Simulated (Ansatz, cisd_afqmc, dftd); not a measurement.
Species: C3H6O, charge 0, singlet. C3H6O (SMILES O1[C@@H](C)C1).
B3LYP-D3(BJ)/def2-TZVP minimum from Ansatz (an electronic-structure program):
```xyz
10

C     -1.5095     0.1353    -0.0295
C     -0.1424    -0.4792    -0.1055
C      1.0242     0.2621    -0.5856
O      0.8383     0.0192     0.8123
H     -2.0569    -0.2511     0.8326
H     -2.0846    -0.1000    -0.9282
H     -1.4388     1.2192     0.0666
H     -0.1200    -1.5621    -0.2107
H      0.9041     1.2970    -0.8935
H      1.8563    -0.2662    -1.0411
```
Charge 0, spin multiplicity 1.

Wanted: atomisation energy (electronic, to ground-state atoms), in kcal/mol. UHF or UKS for unpaired electrons; spin-orbit terms are left out. Correlated methods leave the cores frozen. Rows without X2C or -DK are non-relativistic. AFQMC/CISD: phaseless, guided by CISD from CCSD amplitudes; bars are statistical, one sigma. Outlying blocks are dropped, and bars are widened where a walk drifts. Over all cases where full CI ran beside it in this data, AFQMC minus full CI had a median of +0.1 mEh and passed +0.4 mEh in a tenth of the cases. CBS(X,Y): correlation extrapolated as X^-3, Hartree-Fock from the larger set. A bracket is a step between two methods taken in the basis named. Functionals run without relativity, which enters their misses. Double hybrids freeze cores in their MP2 part. 'core' is core correlation in cc-pwCVTZ, 'X2C' scalar relativity in cc-pVTZ-DK, both at CCSD(T). Where a partner has so few electrons that a lower coupled-cluster level is exact, that level stands in.

| level | program | atomisation energy (kcal/mol) | difference against the last row |
|---|---|---|---|
| HF/cc-pVTZ | Ansatz | 687.6 | -263.9 |
| PBE0/def2-TZVPD | Ansatz | 953.7 | 2.2 |
| CAM-B3LYP-D4/def2-TZVPD | Ansatz + dftd4 | 952.9 | 1.4 |
| B2PLYP-D4/def2-TZVPD | Ansatz + dftd4 | 940.0 | -11.5 |
| B2GP-PLYP-D3(BJ)/def2-TZVPD | Ansatz + dftd3 | 937.1 | -14.4 |
| B2GP-PLYP/def2-TZVPD | Ansatz | 935.3 | -16.2 |
| MP2/cc-pVDZ | Ansatz | 892.7 | -58.8 |
| MP2/CBS(cc-pVTZ,cc-pVQZ) | Ansatz | 965.7 | 14.2 |
| CCSD/cc-pVDZ | Ansatz | 868.3 | -83.2 |
| CCSD/cc-pVTZ | Ansatz | 911.7 | -39.8 |
| CCSD(T)/cc-pVQZ | Ansatz | 939.2 | -12.3 |
| CCSDT(Q)/cc-pVDZ | Ansatz | 878.9 | -72.6 |
| AFQMC/CISD/cc-pVTZ | cisd_afqmc | 926.8 ± 0.3 | -24.7 |
| CCSD(T)/CBS(cc-pVTZ,cc-pVQZ) + [AFQMC/CISD - CCSD(T)]/cc-pVTZ + core + X2C | Ansatz + cisd_afqmc | 951.7 ± 0.3 | 0.2 |
| CCSD(T)/CBS(cc-pVTZ,cc-pVQZ) + [CCSDT(Q) - CCSD(T)]/cc-pVDZ + core + X2C | Ansatz | 951.5 | 0.0 |
